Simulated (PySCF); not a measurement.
Does the answer move with the share of exact exchange?

Species: C₇H₈.
Cartesian coordinates in Å at the PBE0-D3(BJ)/def2-SVP level; atoms count from 1:
```xyz
15
C7H8 angstrom
C      2.2260   -0.1953   -0.0845
C      0.7367   -0.0110   -0.0364
C     -0.1183   -1.1212   -0.0122
C     -1.5000   -0.9618    0.0527
C     -2.0569    0.3165    0.0931
C     -1.2199    1.4298    0.0671
C      0.1633    1.2647    0.0023
H      2.6124   -0.5545    0.8837
H      2.5150   -0.9394   -0.8425
H      2.7425    0.7463   -0.3181
H      0.3094   -2.1276   -0.0464
H     -2.1477   -1.8420    0.0693
H     -3.1410    0.4433    0.1422
H     -1.6452    2.4361    0.0953
H      0.8130    2.1443   -0.0201
```

PySCF, def2-SVPD basis, density fitting, gas phase, PBE0-D3(BJ)/def2-SVP geometry; singlet excitations by full TDDFT with frozen cores, triplets by Tamm–Dancoff TDDFT and ionisation energies by ΔSCF, from the lowest of the holes tried. One functional is left out:

| functional | exact exchange (%) | HOMO energy (eV) | LUMO energy (eV) | lowest singlet excitation (eV) | lowest triplet excitation (eV) | dipole moment (D) | mean polarisability (au) | vertical ionisation energy (eV) |
| --- | --- | --- | --- | --- | --- | --- | --- | --- |
| LDA | 0 | -6.18 | -1.38 | 5.10 | 4.35 | 0.449 | 83.5 | 9.02 |
| PBE | 0 | -6.00 | -1.15 | 5.12 | 4.13 | 0.405 | 82.6 | 8.79 |
| PBE0 | 25 | -6.97 | -0.24 | 5.38 | 4.03 | 0.399 | 80.6 | 8.83 |
| BHandHLYP | 50 | -7.75 | 0.77 | 5.53 | 3.92 | 0.379 | 79.6 | 8.67 |

Predict the row of B3LYP (20 % exact exchange) by straight lines through the other rows, and check it.

```csv
property,line,computed,computed − line,"PBE0 (25 %), for comparison"
HOMO energy (eV),-6.77,-6.76,+0.01,-6.97
LUMO energy (eV),-0.45,-0.44,+0.01,-0.24
lowest singlet excitation (eV),5.29,5.29,0.00,5.38
lowest triplet excitation (eV),4.10,4.09,-0.01,4.03
dipole moment (D),0.407,0.384,-0.023,0.399
mean polarisability (au),81.5,81.4,-0.1,80.6
vertical ionisation energy (eV),8.82,8.83,+0.01,8.83
```
